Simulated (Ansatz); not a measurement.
Reaction (formal exchange of groups at the Si–O bond): `C=C(F)O[SiH3]` + `C[BH][GeH3]` → `C[BH][GeH2][SiH3]` + `C=C(O)F`

Calculated with Ansatz (gas phase, PBE0-D4/def2-TZVP geometries, no zero-point term in ΔE). CBS: MP2 limit from def2 TZ/QZ plus the TZ coupled-cluster correction, frozen cores. DFT in def2-TZVPP. B3LYP here is the variant with VWN-RPA as its local correlation; programs differ in this. For Ge outer-core shells are correlated without core-valence functions, which leaves a few kJ/mol of doubt a bond. Scalar relativity is left out up to krypton. One conformer a species, not always the lowest.

```json
{"level": "ωB97X-V", "ΔE (kJ/mol)": "61.4", "difference from CCSD(T)/CBS": "2.4"}
{"level": "ωB97M-V", "ΔE (kJ/mol)": "61.7", "difference from CCSD(T)/CBS": "2.7"}
{"level": "PBE", "ΔE (kJ/mol)": "39.2", "difference from CCSD(T)/CBS": "-19.8"}
{"level": "B3LYP", "ΔE (kJ/mol)": "62.1", "difference from CCSD(T)/CBS": "3.1"}
{"level": "CCSD/def2-TZVPP", "ΔE (kJ/mol)": "63.7", "difference from CCSD(T)/CBS": "4.7"}
{"level": "HF/def2-QZVPP", "ΔE (kJ/mol)": "87.0", "difference from CCSD(T)/CBS": "28.0"}
{"level": "MP2/def2-QZVPP", "ΔE (kJ/mol)": "63.6", "difference from CCSD(T)/CBS": "4.6"}
{"level": "HF/CBS(def2)", "ΔE (kJ/mol)": "87.2", "difference from CCSD(T)/CBS": "28.2"}
{"level": "MP2/CBS(def2)", "ΔE (kJ/mol)": "62.2", "difference from CCSD(T)/CBS": "3.2"}
{"level": "CCSD/CBS(def2)", "ΔE (kJ/mol)": "62.0", "difference from CCSD(T)/CBS": "3.0"}
{"level": "CCSD(T)/CBS", "ΔE (kJ/mol)": "59.0", "difference from CCSD(T)/CBS": "0"}
```

Largest T1 diagnostic among the species: 0.012.

From PBE to PBE0 (25 % exact exchange), in def2-TZVPP and without D4, ΔE moves by +6.0 kJ/mol. In def2-TZVPP, CCSD(T) changes the Hartree–Fock value by −24.2 kJ/mol (the triples alone add −3.0 kJ/mol) and MP2 by −21.1 kJ/mol.
